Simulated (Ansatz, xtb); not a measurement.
Ligand exchange: KF + SnH3(NH2) → KNH2 + SnH3F

Species: KF, singlet; SnH3(NH2), singlet; KNH2 `[NH2][K]`, singlet; SnH3F `[F][SnH3]`, singlet. The partners trade F for NH2: K–F and Sn–NH2 bonds give way to K–NH2 and Sn–F.

Shapes, held fixed at every level: PBE0-D4/def2-TZVP. Programs: Ansatz 0.2.0, xtb 6.7.1. The zero-point and thermal change to 298 K, harmonic and unscaled (PBE0-D4/def2-TZVP), is -5.5 kJ/mol.

| level | kind | ΔH(298 K) (kJ/mol) | less CCSD(T)/def2-TZVPP | CPU time (sum over the molecules) |
| --- | --- | --- | --- | --- |
| GFN1-xTB | semi-empirical | +138.7 | +49.4 | 0.081 s |
| SPW92/def2-TZVPP | LDA | +94.4 | +5.1 | 5 s |
| PBE-D4/def2-TZVPP | GGA | +90.6 | +1.3 | 8.4 s |
| PBE0-D4/def2-TZVPP | global hybrid | +93.8 | +4.5 | 8.4 s |
| wB97M-V/def2-TZVPP | range-separated hybrid | +88.5 | -0.8 | 38 s |
| B2PLYP/def2-TZVPP | double hybrid | +88.8 | -0.5 | 16 s |
| MP2/def2-SVP | perturbation theory | +91.2 | +1.9 | – |
| CCSD/def2-TZVPP | coupled cluster or CI | +90.0 | +0.7 | – |
| CCSD(T)/def2-TZVPP | coupled cluster or CI | +89.3 | 0.0 | 84 s |

The highest level, CCSD(T)/def2-TZVPP, gives ΔH(298 K) = +89.3 kJ/mol; the levels span +88.5 to +138.7. The column of differences is taken from that level and isn't an error. No measured value is set beside it here. For atoms past krypton def2 sets carry core potentials with scalar relativity. Correlated rows may include outer-core shells of K, Sn, which these sets cover unevenly. Times are processor times on shared x86 and Arm servers, and rough.
